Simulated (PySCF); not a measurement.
Delta-SCF ions had no search for a lower state. Excitations are Tamm–Dancoff values on a coarser integration grid. The basis has no diffuse functions, so Rydberg states are missing or too high.

**CH$_{3}$BN$_{2}$, SMILES `N(/[H])=B\N=C` (charge 0, multiplicity 1)**

Level of theory: r2SCAN-D4/def2-TZVP (PySCF).

The HOMO is -6.28 eV, the dipole moment comes out as 2.48 D and the HOMO–LUMO gap comes out as 3.64 eV. The LUMO is -2.64 eV, the S1 excitation (TDA) is 3.72 eV and the S1 oscillator strength is 0.001. The brightest of the four lowest singlets (TDA) is 6.97 eV and the T1 excitation (TDA) is 3.22 eV. The S1–T1 gap (TDA) is 0.49 eV and the vertical ionisation energy (Delta-SCF) comes out as 9.37 eV. The total energy is -174.2272 Ha and the cost is roughly 5 core-minutes.

```xyz
7

C     -1.4755    -0.0481     0.2084
N     -0.5789    -0.1121    -0.6808
B      0.8048    -0.0072    -0.5501
N      2.0505     0.0571    -0.6536
H     -1.2739     0.1091     1.2762
H     -2.5259    -0.1529    -0.0776
H      2.9989     0.1541    -0.3776
```
Charge 0, spin multiplicity 1.
